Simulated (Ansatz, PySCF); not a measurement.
Bi(H)(SiH3)2 (BiH₇Si₂), SMILES [SiH3][BiH][SiH3].

The structure is a stationary point at PBE0-D3(BJ)/def2-SVP. The structure was generated by enumeration; whether it is a known compound was not checked. The def2 effective core potentials stand for the cores of Bi; spin–orbit coupling is left out.

Vertical ionisation energy (IE) and electron affinity (EA) in eV. Rows of orbital energies are one-electron estimates. Where ΔSCF, EOM or ADC give a negative EA the extra electron is unbound and the value depends on the basis.

```tsv
level	IE	EA
−ε(HOMO), −ε(LUMO), B3LYP/def2-TZVP (PySCF)	7.04	0.88
−ε(HOMO), −ε(LUMO), PBE/def2-TZVP (PySCF)	[?]	[?]
ΔSCF, CAM-B3LYP/def2-SVPD (Ansatz), final states of multiplicity 2 and 2	9.06	-0.74
ΔSCF, PBE/def2-SVPD (Ansatz), final states of multiplicity 2 and 2	8.90	-0.50
```

Question: Fill in the missing entries. (Estimate from the structure and the level; the computed values follow.)

Answer: 
- −ε(HOMO), −ε(LUMO), PBE/def2-TZVP (PySCF), IE: 6.31
- −ε(HOMO), −ε(LUMO), PBE/def2-TZVP (PySCF), EA: 1.37

Question: What vertical singlet–triplet gap does ΔSCF give with CAM-B3LYP/def2-SVPD (Ansatz, a first-principles code) and with PBE/def2-SVPD (Ansatz)? (An estimate is asked for; the answer gives what the named calculation found.)

Answer: 4.74 and 4.57 eV (triplet above singlet where positive).
